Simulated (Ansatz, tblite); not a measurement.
Spin states of PbCl₂, each relaxed with PBE0-D4/def2-TZVP in Ansatz. Electronic energies in the gas phase.

In the def2 sets Pb takes a core potential; there is no spin–orbit coupling. The xTB rows come from tblite. Correlated methods freeze 14 core orbitals; core or outer-core shells of Pb are correlated, in sets that lack core-valence functions. The structure comes from a short search, and lower isomers may exist.

Singlet geometry (C2v within 0.1 Å):

```csv
atom,x (Å),y (Å),z (Å)
Pb1,-0.156,-0.064,-1.047
Cl2,0.358,-1.817,0.595
Cl3,-0.202,1.881,0.452
```

Triplet geometry (C2v within 0.1 Å):

```xyz
3

Pb   -0.7100    0.1417   -0.0862
Cl    0.8569    1.6142   -1.3211
Cl   -0.1469   -1.7558    1.4073
```

Quintet geometry (D∞h within 0.1 Å):

```xyz
3

Pb   -0.001    0.000    0.000
Cl   -0.045   -2.004    2.681
Cl    0.045    2.004   -2.681
```

⟨S²⟩: triplet 2.01 at PBE0-D4/def2-TZVP (pure 2.00), quintet 6.01 at PBE0-D4/def2-TZVP (pure 6.00).

Only these spin states were relaxed. The quintet has other bonds than the singlet, so the gap mixes isomer and spin.

**Question.** Estimate which spin state lies lowest at each of these levels, and by how much: GFN1-xTB; GFN2-xTB; HF/def2-TZVP; HF/def2-TZVPP; PBE-D4/def2-TZVP; revPBE-D4/def2-TZVP; r2SCAN-D4/def2-TZVP; r2SCAN0-D4/def2-TZVP; RPA@PBE/def2-TZVP; MP2/def2-TZVP; MP2/def2-TZVPP; CCSD(T)/def2-TZVPP.

**Answer.** 
```tsv
level	triplet − singlet (kJ/mol)	quintet − singlet (kJ/mol)	lowest of these
GFN1-xTB	400.2	1029.7	singlet
GFN2-xTB	343.2	844.3	singlet
HF/def2-TZVP	278.9	495.8	singlet
HF/def2-TZVPP	278.9	495.8	singlet
PBE-D4/def2-TZVP	305.9	756.5	singlet
revPBE-D4/def2-TZVP	304.1	733.2	singlet
r2SCAN-D4/def2-TZVP	304.4	736.0	singlet
r2SCAN0-D4/def2-TZVP	306.0	705.2	singlet
RPA@PBE/def2-TZVP	304.3	642.8	singlet
MP2/def2-TZVP	347.7	726.6	singlet
MP2/def2-TZVPP	348.0	727.3	singlet
CCSD(T)/def2-TZVPP	322.2	694.2	singlet
```

Change of the quintet − singlet gap on mixing in exact exchange, in kJ/mol: r2SCAN to r2SCAN0 (25 % exact exchange) -30.8. The xTB methods have no term that favours high spin, so they put low spin too low.
